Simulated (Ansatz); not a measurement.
Total energies of GaH3OSSi, SMILES `[O]1[SiH2][S][GaH]1`.

Cartesian coordinates in Å:
```
O 0.5892 -0.3249 0.9660
Si 0.7629 0.6596 -0.3430
S -1.1400 0.2434 -1.2998
Ga -1.0695 -0.9658 0.5419
H 0.8806 2.0933 0.0210
H 1.8999 0.2711 -1.2138
H -1.9232 -1.9767 1.3277
```

Total charge 0; spin multiplicity 1. Correlated methods include outer-core shells of Ga, which these sets cover unevenly. Scalar relativity is left out up to krypton. The structure was optimised at the PBE0-D4/def2-TZVP level. Basis def2-TZVPP, Ansatz.

RPA on PBE orbitals: Hartree–Fock energy of these orbitals -2686.43134 Eh, correlation -1.20617 Eh (frozen core).

| functional | energy without D4 (Eh) | D4 term (kJ/mol) |
| --- | --- | --- |
| LDA (SPW92) | -2683.64491 | – |
| PBE | -2689.05025 | -20.9 |
| BLYP | -2689.79266 | -45.0 |
| r2SCAN | -2689.64956 | -4.4 |
| B3LYP | -2689.83056 | -34.5 |
| r2SCANh | -2689.63013 | -4.9 |
| HSE06 (plane-wave form) | -2689.13325 | -16.7 |
| BHLYP | -2689.68076 | -31.4 |
| CAM-B3LYP | -2689.85464 | -18.3 |
| LC-ωPBE | -2689.24228 | – |
| ωB97X-V | -2689.43717 | – |
| ωB97M-V | -2689.57916 | – |
| B2PLYP | -2689.08801 | – |
| PBE-QIDH | -2688.63792 | – |

(1) Give the same for revPBE, B97M-V, PBE0, r2SCAN0. (Estimate.)

B3LYP takes the VWN-RPA correlation (the form of Gaussian; ORCA's B3LYP/G). HSE06 is the plane-wave form, built on full-range PBE exchange. The double hybrids freeze the cores in their second-order part.

Answers

(1) Ansatz gave: 
```json
{"functional": "revPBE", "energy without D4 (Eh)": "-2689.44156", "D4 term (kJ/mol)": "-53.1"}
{"functional": "B97M-V", "energy without D4 (Eh)": "-2689.18264", "D4 term (kJ/mol)": "–"}
{"functional": "PBE0", "energy without D4 (Eh)": "-2689.15085", "D4 term (kJ/mol)": "-17.6"}
{"functional": "r2SCAN0", "energy without D4 (Eh)": "-2689.60266", "D4 term (kJ/mol)": "-5.5"}
```

LC-ωPBE has ω = 0.4 bohr⁻¹.
